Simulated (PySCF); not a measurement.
A GIAO shielding run with PySCF 2.14 (density fitting, non-relativistic, gas phase) on `InChI=1S/C6H12OSSi/c1-3-8-6-4-9(6)5(2)7/h6,9H,3-4H2,1-2H3/t6-,9+/m0/s1`:

```
$ OMP_NUM_THREADS=1 python probes_run.py task.json out

{"job": {"kind": "nmr", "xc": "PBE0", "basis": "pcSseg-1"}, "charge": 0, "multiplicity": 1}
C     -3.317695    -0.637231     0.394663
C     -2.120102    -1.024221    -0.450869
S     -0.559444    -1.020365     0.506603
C     -0.220898     0.742679     0.563119
C      0.204305     1.422826    -0.733873
Si     1.551610     1.438876     0.595078
C      3.063133     0.292809     0.444987
C      2.934781    -0.977714    -0.339632
O      4.087748     0.635226     0.992284
H     -4.226837    -0.691370    -0.201495
H     -3.214128     0.378704     0.770728
H     -3.415091    -1.311138     1.242953
H     -1.983910    -0.344230    -1.291785
H     -2.215753    -2.043749    -0.823144
H     -0.971322     1.260199     1.146616
H     -0.329879     2.329217    -0.983864
H      0.305118     0.768179    -1.589733
H      1.753282     2.647119     1.372027
H      2.718229    -0.734488    -1.378394
H      3.851944    -1.559653    -0.283400
H      2.095988    -1.554732     0.046660
```

Hardware: 1 thread of an Arm Neoverse V1, shared host. The job also computes population analyses, field gradients, ring-centre shieldings.

**Question.** How large is the calculation?

**Answer.** 86 electrons, 227 basis functions and 1221 auxiliary functions.

**Question.** How long does it take, and how much memory does it need?

**Answer.** 47 s of wall time, with 14 SCF cycles and 5 response iterations; peak memory 1.1 GiB. Times on a shared host scatter by some tens of per cent.
